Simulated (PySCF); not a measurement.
**Which functional comes closest?**

Molecule: SMILES CSc1ccoc1, C₅H₆OS.

Mapped SMILES: `[CH3:1][S:2][c:3]1[cH:4][cH:5][o:6][cH:7]1`; H(Xn) means a hydrogen on atom n.

Geometry PBE0-D3(BJ)/def2-SVP throughout; GIAO in PySCF 2.14, gas phase, one conformer, non-relativistic; equivalent atoms averaged; basis pcSseg-1.

Reference values (estimated from measurements, as parent shift plus tabulated substituent increments; solution, not stated per compound (mostly CDCl3 or CCl4); Pretsch, Buehlmann, Badertscher, Structure Determination of Organic Compounds, 4th ed. (2009)): δ(H(C7)) = 7.20 ppm, δ(H(C4)) = 6.25 ppm, δ(H(C5)) = 7.23 ppm. Computed shifts are taken against TMS, calculated as an isolated molecule at each level.

Q: How do the functionals BLYP, KT2, B97-D, B3LYP, PBE0, WP04, B97-2, BHandHLYP perform against the reference? Times are CPU seconds on shared hosts with different chips, so compare them loosely.

A: 
```
functional           kind  H(C7)  H(C4)  H(C5)  mean abs. error H  core-s
      BLYP            GGA   6.55   6.18   7.15               0.27      36
       KT2            GGA   6.68   6.23   7.28               0.20      36
     B97-D            GGA   6.60   6.21   7.19               0.23      18
     B3LYP  global hybrid   6.68   6.30   7.26               0.20      25
      PBE0  global hybrid   6.76   6.40   7.35               0.24      14
      WP04  global hybrid   6.57   6.16   7.11               0.28      27
     B97-2  global hybrid   6.73   6.35   7.31               0.22      11
 BHandHLYP  global hybrid   6.83   6.42   7.39               0.23      25
```

For 1H the closest is KT2 (0.20 ppm, with B3LYP, B97-2 practically level) and the furthest WP04 (0.28 ppm). One molecule is a small sample, and vibrational and solvent effects are absent from the calculation.
